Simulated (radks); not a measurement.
Values are calculated unless marked as measured or tabulated.
The thallium ion Tl13+, configuration [Xe] 4f14 (the NIST ground configuration). Code: a radial shooting solver on a logarithmic mesh with Libxc functionals. Model: non-relativistic Kohn-Sham, LDA (Slater exchange, Perdew-Wang correlation), spin-unpolarised, spherical densities, point nucleus; relativity is left out, which matters for an element this heavy.

Normalised radial functions P(r) = r R(r), r in bohr:

r             3d      4f       5p
0.001816  0.0002  0.0000   0.0040
0.002384  0.0003  0.0000   0.0067
0.003129  0.0008  0.0000   0.0113
0.004074  0.0016  0.0000   0.0184
0.005348  0.0036  0.0000   0.0300
0.007019  0.0077  0.0000   0.0482
0.00914   0.0162  0.0001   0.0749
0.012     0.0339  0.0003   0.1144
0.01562   0.0680  0.0008   0.1660
0.0205    0.1355  0.0020   0.2309
0.02691   0.2601  0.0053   0.2969
0.03505   0.4675  0.0132   0.3391
0.046     0.8048  0.0322   0.3211
0.06038   1.2812  0.0742   0.1974
0.07862   1.8304  0.1567  -0.0361
0.1032    2.3387  0.3122  -0.3245
0.1344    2.5577  0.5547  -0.4833
0.1764    2.3189  0.8936  -0.3260
0.2315    1.6535  1.2549   0.1638
0.3015    0.8953  1.4999   0.6306
0.3957    0.3306  1.5148   0.6166
0.5152    0.0813  1.2749  -0.0100
0.6763    0.0110  0.8677  -0.8484
0.8877    0.0007  0.4601  -1.2415
1.156     0.0000  0.1834  -0.9960
1.517     0.0000  0.0469  -0.4719
1.991     0.0000  0.0068  -0.1236
2.593     0.0000  0.0005  -0.0168

3d: eigenvalue -2651.7 eV, 0 radial nodes, <r> = 0.164 bohr, 90 % of the charge inside 0.254 bohr. 4f: eigenvalue -374.23 eV, 0 radial nodes, <r> = 0.450 bohr, 90 % of the charge inside 0.709 bohr. 5p: eigenvalue -293.13 eV, 3 radial nodes at r = 0.0759, 0.214, 0.514 bohr, <r> = 0.953 bohr, 90 % of the charge inside 1.35 bohr.
